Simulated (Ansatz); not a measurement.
Relaxation of H6HfO4S (12 atoms, charge 0, multiplicity 1), to a largest force component of 0.03 eV/Å in at most 50 steps.

The calculation used RHF/def2-SVP in Ansatz.

```xyz
12
Properties=species:S:1:pos:R:3:forces:R:3
Hf -0.218 -0.256 0.106 -0.03 0.03 1.03
O -0.202 -0.024 2.128 -0.04 -0.17 -1.02
H -0.578 -0.445 2.882 0.01 0.01 -0.01
O 1.569 -0.536 -0.597 0.00 0.01 0.01
H 2.421 -0.605 -0.982 0.00 0.00 0.00
O -1.172 1.178 -0.781 0.00 0.02 -0.01
H -1.525 1.950 -1.181 0.00 0.00 0.00
O -1.219 -1.882 -0.202 0.01 0.01 0.00
H -1.687 -2.643 -0.488 -0.01 -0.01 -0.01
S 1.641 2.698 1.482 -0.37 -0.57 0.59
H 2.796 2.029 1.529 0.01 0.03 -0.03
H 0.998 1.824 2.320 0.41 0.64 -0.55
```

**Question.** Where does it end, and by what steps?

**Answer.** It converged. The force dipped under the threshold on the way, but the program's further checks kept it going. After 12 steps the energy has fallen by 0.095 eV; S10 moved furthest, 0.46 Å.

```csv
step,energy less start (eV),largest force component (eV/Å),accepted
0,0.0000,1.028,yes
1,-0.0561,0.468,yes
2,-0.0697,0.121,yes
3,-0.0541,0.880,no
4,-0.0802,0.098,yes
5,-0.0899,0.124,yes
6,-0.0675,1.137,no
7,-0.0939,0.049,yes
8,-0.0934,0.239,no
9,-0.0950,0.017,yes
10,-0.0951,0.054,yes
11,-0.0951,0.031,no
12,-0.0953,0.011,yes
```

```xyz
12
Properties=species:S:1:pos:R:3
Hf -0.316 -0.407 0.063
O -0.280 -0.159 2.004
H -0.435 -0.270 2.923
O 1.506 -0.599 -0.583
H 2.368 -0.671 -0.946
O -1.189 1.107 -0.777
H -1.504 1.916 -1.132
O -1.314 -2.018 -0.349
H -1.806 -2.772 -0.610
S 1.817 2.979 1.807
H 2.890 2.227 1.557
H 1.088 1.956 2.260
```

Whether the end is a true minimum wasn't checked by a vibrational analysis.

Run time: 10 s on 4 threads of AMD EPYC 9R45 96-Core Processor (Zen 5) (shared host), peak memory 0.34 GiB.
